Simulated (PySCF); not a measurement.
Compound: 1-octene, C8H16.
Geometry (PBE0-D3(BJ)/def2-SVP, Å), atoms numbered from 1 in this order:
```xyz
24
C8H16 angstrom
C      4.4763    0.6517    0.0673
C      3.4664    0.0192   -0.5315
C      2.2642   -0.5433    0.1574
C      0.9540    0.0894   -0.3093
C     -0.2766   -0.5006    0.3634
C     -1.5845    0.1292   -0.0932
C     -2.8173   -0.4560    0.5821
C     -4.1191    0.1800    0.1215
H      5.3233    1.0477   -0.4992
H      4.4943    0.7947    1.1529
H      3.4902   -0.0978   -1.6235
H      2.2157   -1.6321   -0.0308
H      2.3695   -0.4228    1.2490
H      0.9936    1.1772   -0.1245
H      0.8629   -0.0244   -1.4047
H     -0.1816   -0.3919    1.4592
H     -0.3091   -1.5893    0.1750
H     -1.5496    1.2185    0.0913
H     -1.6811    0.0175   -1.1888
H     -2.7166   -0.3451    1.6765
H     -2.8492   -1.5442    0.3961
H     -4.9906   -0.2618    0.6280
H     -4.1289    1.2627    0.3267
H     -4.2646    0.0516   -0.9633
```

Computed with delta-SCF UKS SCAN, pcX-2 on the ionised atom, pcseg-1 elsewhere, spin-free X2C in PySCF. The ground state was rerun for each ionised atom, in the same mixed basis as its hole state.

```tsv
ionised atom	basis functions	E(ground) (Eh)	E(ionised) (Eh)
C1	223	-314.38462	-303.72805
C2	223	-314.38521	-303.71382
C3	223	-314.38370	-303.70702
C4	223	-314.38388	-303.71514
C5	223	-314.38375	-303.71556
C6	223	-314.38374	-303.71556
C7	223	-314.38380	-303.71098
C8	223	-314.38291	-303.70774
```

Q: What are the 1s binding energies?

A: E(ionised) − E(ground), at 27.2114 eV a hartree:

```csv
atom,environment,difference (Eh),binding energy (eV)
C1,terminal =CH2 carbon,10.65657,289.98
C2,alkene CH carbon,10.67139,290.38
C3,allylic carbon,10.67668,290.53
C4,chain CH2 carbon,10.66874,290.31
C5,chain CH2 carbon,10.66819,290.30
C6,chain CH2 carbon,10.66818,290.30
C7,chain CH2 carbon,10.67282,290.42
C8,methyl carbon,10.67517,290.49
```

Q: How much do the ground-state energies differ, and what would follow from using one of them for all holes?

A: They run from -314.3852 Eh (core basis on C2) to -314.3829 Eh (on C8), 0.0023 Eh or 0.06 eV apart, though the state is the same; only basis and grid differ. Pairing the ion of C8 with the ground state of C2 would put its binding energy 0.06 eV too high.

Only 1s holes are shown. Isolated species at its PBE0-D3(BJ)/def2-SVP geometry (one conformer only).

Time: 3.3 min wall. Hardware: one thread, x86-64 server (shared host).
